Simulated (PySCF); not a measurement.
Molecule: SMILES C1C(C=O)CCCC1, C₇H₁₂O.

Molfile (atoms numbered from 1):
```
C7H12O
     RDKit          3D

 20 20  0  0  0  0  0  0  0  0999 V2000
    2.2869   -0.3527   -1.3921 O   0  0  0  0  0  0  0  0  0  0  0  0
    1.8586    0.5420   -0.7139 C   0  0  0  0  0  0  0  0  0  0  0  0
    1.0891    0.3782    0.5757 C   0  0  0  0  0  0  0  0  0  0  0  0
    0.6874   -1.0707    0.8422 C   0  0  0  0  0  0  0  0  0  0  0  0
   -0.4587   -1.5214   -0.0597 C   0  0  0  0  0  0  0  0  0  0  0  0
   -1.6484   -0.5701    0.0184 C   0  0  0  0  0  0  0  0  0  0  0  0
   -1.2336    0.8624   -0.3011 C   0  0  0  0  0  0  0  0  0  0  0  0
   -0.1099    1.3324    0.6175 C   0  0  0  0  0  0  0  0  0  0  0  0
    2.0378    1.6134   -1.0051 H   0  0  0  0  0  0  0  0  0  0  0  0
    1.8123    0.7092    1.3484 H   0  0  0  0  0  0  0  0  0  0  0  0
    1.5617   -1.7236    0.6989 H   0  0  0  0  0  0  0  0  0  0  0  0
    0.3828   -1.1609    1.8991 H   0  0  0  0  0  0  0  0  0  0  0  0
   -0.7662   -2.5442    0.2112 H   0  0  0  0  0  0  0  0  0  0  0  0
   -0.0958   -1.5726   -1.0999 H   0  0  0  0  0  0  0  0  0  0  0  0
   -2.0794   -0.6023    1.0361 H   0  0  0  0  0  0  0  0  0  0  0  0
   -2.4471   -0.8983   -0.6662 H   0  0  0  0  0  0  0  0  0  0  0  0
   -2.0954    1.5443   -0.2210 H   0  0  0  0  0  0  0  0  0  0  0  0
   -0.8957    0.9156   -1.3527 H   0  0  0  0  0  0  0  0  0  0  0  0
    0.2098    2.3545    0.3506 H   0  0  0  0  0  0  0  0  0  0  0  0
   -0.4812    1.3863    1.6549 H   0  0  0  0  0  0  0  0  0  0  0  0
  1  2  2  0
  2  3  1  0
  3  4  1  0
  4  5  1  0
  5  6  1  0
  6  7  1  0
  7  8  1  0
  8  3  1  0
  2  9  1  0
  3 10  1  0
  4 11  1  0
  4 12  1  0
  5 13  1  0
  5 14  1  0
  6 15  1  0
  6 16  1  0
  7 17  1  0
  7 18  1  0
  8 19  1  0
  8 20  1  0
M  END
```

Geometry PBE0-D3(BJ)/def2-SVP throughout; GIAO in PySCF, gas phase, one conformer, non-relativistic; equivalent atoms averaged; functional PBE0.

For orientation, 6-31G gives these shifts δ (against H2O, TMS at the same level): O1 666.1, C2 199.1, C3 48.4, C4/C8 25.8, C5/C7 23.6, H9 10.72, H10 2.23, H12/H20 1.51, H15 1.42 ppm.

A run gave: O1 651.7, C2 197.7, C3 46.7, C4/C8 24.7, C5/C7 22.7, H9 9.47, H10 1.84, H12/H20 1.16, H15 0.95 ppm (shifts δ (against H2O, TMS at the same level)).

Which basis set was used in that run?
A. aug-cc-pVDZ
B. def2-SVP
C. 6-311+G(2d,p)
D. pcSseg-1
E. STO-3G

## Answers

B. C2 tells them apart best: def2-SVP gives 197.7, 6-311+G(2d,p) gives 207.4, pcSseg-1 gives 209.0, aug-cc-pVDZ gives 201.9, STO-3G gives 136.7 ppm.
